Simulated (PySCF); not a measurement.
BiH5, SMILES [BiH5].

The structure is a stationary point at B3LYP-D3(BJ)/def2-TZVP. The def2 effective core potentials stand for the cores of Bi; spin–orbit coupling is left out.

Calculation: PySCF with M06-2X/def2-TZVPD.

Symmetry labels are those of the subgroup C2v that the program uses (full group D3h).

Computed valence orbital energies around the gap with their symmetry:
```tsv
orbital	symmetry	energy (eV)
HOMO−7	B1	-32.90
HOMO−6	A2	-32.63
HOMO−5	B2	-32.63
HOMO−4	A1	-19.86
HOMO−3	A1	-11.39
HOMO−2	B1	-11.39
HOMO−1	B2	-11.27
HOMO	A1	-7.08
LUMO	A1	-1.44
LUMO+1	B1	0.64
LUMO+2	A1	0.64
LUMO+3	B2	1.87
```
